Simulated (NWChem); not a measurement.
BeGeH4; SMILES [BeH][GeH3]

Computed with NWChem. The level has its own optimisation; frequencies are unscaled.

Task: What does the run give for B3LYP/3-21G? Quantities: r Be–H (Å); r Be–Ge (Å); r Ge–H (Å); highest harmonic frequency (cm⁻¹); lowest (cm⁻¹); zero-point energy (kcal/mol); dipole (D).

Result: 
| Item | Result |
|---|---|
| r Be–H (Å) | 1.339 |
| r Be–Ge (Å) | 2.176 |
| r Ge–H (Å) | 1.549 |
| highest harmonic frequency (cm⁻¹) | 2160 |
| lowest (cm⁻¹) | 345 |
| zero-point energy (kcal/mol) | 18.6 |
| dipole (D) | 0.43 |
